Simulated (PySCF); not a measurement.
NMR data simulated for an unnamed compound:

1H NMR (600 MHz, computed): δ 5.43 (m, 1H), 5.12 (m, 1H), 4.95 (m, 1H), 4.92 (m, 1H), 3.73 (m, 1H), 3.10 (m, 1H), 3.02 (m, 1H), 1.57 (d, 1H), 0.04 (br s, 1H).

13C{1H} NMR (computed): δ 93.4 (CH), 85.1 (C), 85.0 (CH), 80.4 (CH), 43.3 (CH2), 35.8 (CH).

- PBE0/pcSseg-1 with gauge-including orbitals
- coordinates at the GFN2-xTB level
- run in PySCF
- single conformer, non-relativistic, no solvent model

Scale: 1H and 13C against TMS (reference shieldings calculated alike).

Problem. Which of these does the molecule contain: a C≡C triple bond, an S-methyl group, an aldehyde, a Si–H bond, a nitrile, an NH or NH2 group?

Solution. 
- A C≡C triple bond: yes (δC 80.4, 85.1; δH 1.57 (d)).
- An S-methyl group: no.
- An aldehyde: no.
- A Si–H bond: yes (δH 4.95 (m), 5.12 (m)).
- A nitrile: no.
- An NH or NH2 group: yes (δH 0.04 (br s)).

The data belong to `C#C[C@@H]1CN[SiH2][C@H](F)[C@H]1F`, C₆H₉F₂NSi; they needn't prove each group on their own.

Carbon signals by region: 4 at 50–100 ppm, 2 below 50 ppm.

OH and NH positions are those of a molecule without intermolecular hydrogen bonds; in solution they move with solvent, concentration and temperature, and exchange usually removes their couplings. Splittings by 19F in the carbon and heteronuclear signals aren't shown, as no couplings were computed. Shifts are as computed. Against solution values, carbons near 30 ppm lie about +3 ppm off and those near 130 ppm about +5 ppm. Of 1309 compounds with measured shifts, 239 miss one by over three times the rms of a fit or turn the order of signals round; such compounds aren't used in these exercises. No couplings were computed; multiplicities are counted from neighbouring protons, with m where these are inequivalent, close in shift, in a saturated or five-membered ring or joined by F or P, and br s for small geminal =CH2 splittings.
